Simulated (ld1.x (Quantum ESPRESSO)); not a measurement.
## Se, TM: configuration errors across variants

ld1.x (Quantum ESPRESSO) 7.5 input, shortened:

```
&input
   title='Se', zed=34., rel=1, dft='PBE', iswitch=3,
   config='[Ar] 3d10 4s2 4p2'
 /
 &inputp
   pseudotype=2, tm=.true., lloc=-1, rcloc=1.20,
   nlcc=.true., rcore=0.60
 /
2
4S  1  0   2.00   0.00  1.25  1.25  0.0
4P  2  1   2.00   0.00  1.55  1.55  0.0
 &test
   configts(1)='4s2 4p2'
 /
```

All-electron excitation energies from the reference (eV): (1) 4s2 4p4 -31.193; (2) 4s2 4p3 -20.348; (3) 4s2 4p1 30.868; (4) 4s2 4p3.5 -26.884; (5) 4s1 4p4 -8.811; (6) 4s1 4p5 -20.312; (7) 4s2 4p0 73.052.

A true bound ghost makes a file unfit for plane-wave use even where its test errors are small: the radial tests pick states by their node count and pass the ghost by.

Errors AE − PS in meV (a dash: test not solved or not reliable):

```csv
change,(1),(2),(3),(4),(5),(6),(7),bound ghosts
base,-27,-9.8,-33,-19,-1.2,+4.0,-175,"s, d"
"all radii but the core radius scaled by about 0.74 (s 0.92, p 1.16 bohr); local potential all-electron potential smoothed inside 0.90 bohr (lloc = -1)",+43,+13,-6.0,+27,-35,-14,-138,"s, d"
"all radii but the core radius scaled by about 0.86 (s 1.08, p 1.34 bohr); local potential all-electron potential smoothed inside 1.04 bohr (lloc = -1)",+7.0,+1.2,-21,+3.1,-7.9,+2.9,-139,"s, d"
"all radii but the core radius scaled by about 0.92 (s 1.16, p 1.42 bohr); local potential all-electron potential smoothed inside 1.10 bohr (lloc = -1)",+1.9,-0.4,-22,-0.1,-1.7,+7.3,-137,"s, d"
"all radii but the core radius scaled by about 1.12 (s 1.40, p 1.74 bohr); local potential all-electron potential smoothed inside 1.36 bohr (lloc = -1)",+16,+5.9,-4.8,+11,+0.4,+8.8,-25,d
"all radii but the core radius scaled by about 1.31 (s 1.64, p 2.04 bohr); local potential all-electron potential smoothed inside 1.58 bohr (lloc = -1)",+9.7,+3.3,-12,+6.0,+1.3,+7.7,-71,d
"all radii but the core radius scaled by about 1.39 (s 1.74, p 2.16 bohr); local potential all-electron potential smoothed inside 1.66 bohr (lloc = -1)",+8.6,+2.6,-14,+5.0,+0.5,+6.1,-83,none
```

(1) Give the same row for: all radii but the core radius scaled by about 1.23 (s 1.54, p 1.90 bohr); local potential all-electron potential smoothed inside 1.48 bohr (lloc = -1).

Answers

(1) +11, +4.0, -9.9, +7.0, +1.3, +8.4, -57; bound ghosts: d.
